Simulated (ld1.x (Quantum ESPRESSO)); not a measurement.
## Reading a pseudo-wave (aluminium (Al))

Columns: radius, all-electron u(r) and pseudo u(r) of the 3p shell (level -3.02 eV) of aluminium in the configuration [Ne] 3s1.5 3p1.5; PBEsol, scalar-relativistic, TM scheme, ld1.x (Quantum ESPRESSO) 7.5.

```
r (bohr)  all-electron   pseudo
   0.140        0.1164  -0.0047
   0.280        0.2092  -0.0186
   0.420        0.2127  -0.0414
   0.560        0.1582  -0.0721
   0.700        0.0759  -0.1098
   0.840       -0.0158  -0.1532
   0.980       -0.1066  -0.2007
   1.120       -0.1911  -0.2508
   1.260       -0.2670  -0.3015
   1.400       -0.3334  -0.3512
   1.540       -0.3906  -0.3981
   1.680       -0.4389  -0.4406
   1.820       -0.4784  -0.4776
   1.960       -0.5096  -0.5083
   2.100       -0.5331  -0.5321
   2.240       -0.5499  -0.5493
   2.380       -0.5605  -0.5603
   2.520       -0.5658  -0.5658
   2.660       -0.5665  -0.5665
   2.800       -0.5633  -0.5633
   2.940       -0.5567  -0.5567
   3.080       -0.5473  -0.5473
   3.220       -0.5357  -0.5357
   3.360       -0.5221  -0.5221
   3.500       -0.5071  -0.5071
   3.640       -0.4910  -0.4910
```

Problem. How many radial nodes do the two functions have?

Solution. The all-electron 3p function has n − l − 1 = 1; the pseudo-wave has 0, since the states of the same l below it are removed with the core.

Problem. At about which radius was the pseudo-wave matched?

Solution. 2.80 bohr. The columns agree to 0.0005 from 2.38 bohr on; several derivatives are matched, so the curves merge somewhat inside the radius.

Problem. Where does each function peak?

Solution. Outermost all-electron maximum near 2.66 bohr, pseudo maximum near 2.66 bohr (to the table’s step).

Problem. Is the pseudo-wave norm-conserving?

Solution. Yes: the TM scheme keeps the norm inside the radius equal to the all-electron one, which fixes the energy derivative of the logarithmic derivative at the level.
